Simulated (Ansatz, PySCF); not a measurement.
Noncovalent pair: H2O (SMILES O) (first 3 atoms) with PH3 (SMILES P); geometry from B3LYP-D3(BJ)/def2-TZVP, rigid monomers moved along the line of their centres of mass till H2···P4 is 4.65 Å.
(charge 0, multiplicity 1):
```
atom    x (Å)    y (Å)    z (Å)
----  -------  -------  -------
O      0.2632  -0.0779  -0.5425
H      0.1242   0.0001   0.4118
H      1.1449   0.2748  -0.6984
P     -0.9189   0.2538   4.9351
H     -0.2832  -0.4633   5.9776
H     -1.0464   1.4491   5.6835
H     -2.2164  -0.2154   5.2515
```

Interaction energies are E(AB) − E(A) − E(B) at the monomers' geometry in the complex; basis-set methods are counterpoise corrected.

Correlated levels freeze the cores. CBS(a, b) extrapolates the correlation energy as X⁻³ and adds the Hartree–Fock energy of set b.

The values were computed with Ansatz (Gaussian orbitals); PySCF for the dispersion terms. Each number belongs to the level named beside it.

PBE/def2-TZVPPD gives -1.9 kJ/mol for the interaction energy.

Task: How do the other levels lie against it? Give each less PBE: PBE-D3(BJ)/def2-TZVPPD, r2SCAN/def2-TZVPPD, B3LYP/def2-TZVPPD, wB97M-V/def2-TZVPPD, MP2/CBS(aug-cc-pV(D+d)Z, aug-cc-pV(T+d)Z), CCSD(T)/CBS(aug-cc-pV(D+d)Z, aug-cc-pV(T+d)Z).

Result: PBE-D3(BJ)/def2-TZVPPD -0.3; r2SCAN/def2-TZVPPD 0.1; B3LYP/def2-TZVPPD 0.3; wB97M-V/def2-TZVPPD -0.1; MP2/CBS(aug-cc-pV(D+d)Z, aug-cc-pV(T+d)Z) -0.1; CCSD(T)/CBS(aug-cc-pV(D+d)Z, aug-cc-pV(T+d)Z) -0.1 kJ/mol. 2 of 6 lie above PBE; the widest gap is to B3LYP/def2-TZVPPD.

Ansatz is a first-principles code.
